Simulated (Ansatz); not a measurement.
A structure relaxed at PBE-D4/def2-SVP in Ansatz, charge 0, singlet:

```csv
atom,x (Å),y (Å),z (Å)
Cu1,0.5388,1.0786,0.5866
Cu2,-0.9070,-0.7374,0.6567
Cu3,0.3682,-0.3411,-1.2433
H4,-0.5191,0.4810,1.7533
H5,-0.7599,-1.5209,-0.8272
H6,1.2790,1.0399,-0.9261
```

Problem. Give its formula and point group.

Solution. Cu₃H₃ (the lowest singlet isomer of a short search). Point group D3h (tolerance 0.1 Å).

Problem. Summarise the bond lengths by kind (pairs closer than 1.2 times the sum of covalent radii, bridged metal pairs left out).

Solution. 6 × Cu–H 1.68 Å.

The structure comes from a short search, and lower isomers may exist.
